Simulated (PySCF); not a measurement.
Compound: 3-cyclohexene-1-carbonitrile, C₇H₉N.
InChI=1S/C7H9N/c8-6-7-4-2-1-3-5-7/h1-2,7H,3-5H2/t7-/m1/s1

Level: wB97X-D/def2-SVPD in PySCF, non-relativistic, on one gas-phase PBE0-D3(BJ)/def2-SVP geometry that isn't relaxed in the solvent. The solvent is an IEF-PCM continuum (cavity from Bondi-type radii × 1.2), and excitations are vertical TDDFT with non-equilibrium linear response and a frozen core. Specific hydrogen bonds and non-electrostatic terms are outside this model.

Gas-phase singlets (H = HOMO, L = LUMO):

```json
{"state": "S1", "E (eV)": "6.933", "λ (nm)": "179", "f": "0.125", "leading configurations": "H→L 84%, H→L+1 8%"}
{"state": "S2", "E (eV)": "7.277", "λ (nm)": "170", "f": "0.168", "leading configurations": "H→L+1 76%, H→L 12%"}
{"state": "S3", "E (eV)": "7.693", "λ (nm)": "161", "f": "0.000", "leading configurations": "H-2→L+3 16%, H-1→L 13%"}
{"state": "S4", "E (eV)": "7.968", "λ (nm)": "156", "f": "0.000", "leading configurations": "H-1→L 31%, H-3→L 15%"}
{"state": "S5", "E (eV)": "8.024", "λ (nm)": "155", "f": "0.002", "leading configurations": "H-2→L+3 21%, H-1→L+2 14%"}
```

How does the list change in chloroform (ε = 4.711)?

```csv
state,E (eV),λ (nm),f,leading configurations,change by rank (eV)
S1,6.839,181,0.220,H→L 90%,-0.094
S2,7.211,172,0.178,H→L+1 76%,-0.066
S3,7.742,160,0.001,"H-2→L+2 22%, H-1→L 16%",+0.049
S4,7.956,156,0.004,"H→L+2 32%, H-1→L 23%",-0.012
S5,7.975,155,0.003,"H→L+2 21%, H-1→L 20%",-0.049
```

What are the lowest 5 singlets in acetone (ε = 20.49)?

```csv
state,E (eV),λ (nm),f,leading configurations,change by rank (eV)
S1,6.853,181,0.204,H→L 88%,-0.080
S2,7.224,172,0.174,"H→L+1 67%, H→L+2 10%",-0.053
S3,7.752,160,0.001,"H-2→L+2 19%, H-1→L 17%",+0.059
S4,7.896,157,0.005,"H→L+2 61%, H→L+1 16%",-0.072
S5,7.963,156,0.002,"H-1→L 39%, H-2→L+2 13%",-0.061
```

How do the frontier levels move from gas to acetone?

```json
{"orbital": "LUMO+2", "gas (eV)": "2.72", "solvent (eV)": "2.62", "change (eV)": "-0.10"}
{"orbital": "LUMO+1", "gas (eV)": "2.13", "solvent (eV)": "2.41", "change (eV)": "+0.28"}
{"orbital": "LUMO", "gas (eV)": "1.71", "solvent (eV)": "2.00", "change (eV)": "+0.29"}
{"orbital": "HOMO", "gas (eV)": "-9.32", "solvent (eV)": "-8.98", "change (eV)": "+0.34"}
{"orbital": "HOMO-1", "gas (eV)": "-10.97", "solvent (eV)": "-10.85", "change (eV)": "+0.12"}
{"orbital": "HOMO-2", "gas (eV)": "-11.09", "solvent (eV)": "-11.08", "change (eV)": "+0.01"}
{"orbital": "HOMO-3", "gas (eV)": "-11.59", "solvent (eV)": "-11.43", "change (eV)": "+0.16"}
```

The HOMO–LUMO gap goes from 11.03 to 10.99 eV. Rows go by rank; for HOMO-3, HOMO-2, HOMO-1, LUMO, LUMO+1 and LUMO+2 the atom shares or the degeneracy differ between the runs, so the row needn't follow one orbital.
